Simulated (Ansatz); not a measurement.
```yaml
crystal:
  periodic: [false, false, false]
  atoms:
    - {symbol: Zr, position_ang: [-0.305692, 1.144793, -0.877995]}
    - {symbol: O, position_ang: [-1.985415, 1.361749, -1.806446]}
    - {symbol: O, position_ang: [0.956878, 2.570319, -1.198956]}
    - {symbol: O, position_ang: [-0.582021, 0.856064, 1.053203]}
    - {symbol: Si, position_ang: [-0.268328, -0.388938, 2.111185]}
    - {symbol: O, position_ang: [0.433597, -1.632362, 1.250741]}
    - {symbol: Si, position_ang: [0.880049, -1.949691, -0.323796]}
    - {symbol: O, position_ang: [0.498685, -0.618008, -1.245174]}
    - {symbol: H, position_ang: [-2.801891, 1.511572, -2.285554]}
    - {symbol: H, position_ang: [1.557335, 3.294644, -1.381588]}
    - {symbol: H, position_ang: [0.681320, 0.061897, 3.162503]}
    - {symbol: H, position_ang: [-1.536293, -0.878789, 2.713354]}
    - {symbol: H, position_ang: [2.345607, -2.196284, -0.365750]}
    - {symbol: H, position_ang: [0.126160, -3.136977, -0.805716]}
basis:
  gaussian: {orbitals: def2-TZVPD}
total_charge: -1
magnetization: {spin_polarized: true, initial_magnetization: 1}
hamiltonian: {xc: pbe0, dispersion: d4}
scf: {omitted_lower_state_checks: [starts]}
output: {orbitals: {seedname: orbitals}}
```

```sh
$ ansatz run in.yaml --threads 4 --pin off --events-out ev --progress --plain --max-ram 4787MiB
```

(1) Does this run fit into the memory that it is given?

Results:

(1) No. It has 380 basis functions, and Ansatz plans for 4.78 GiB where 4.67 GiB are given.
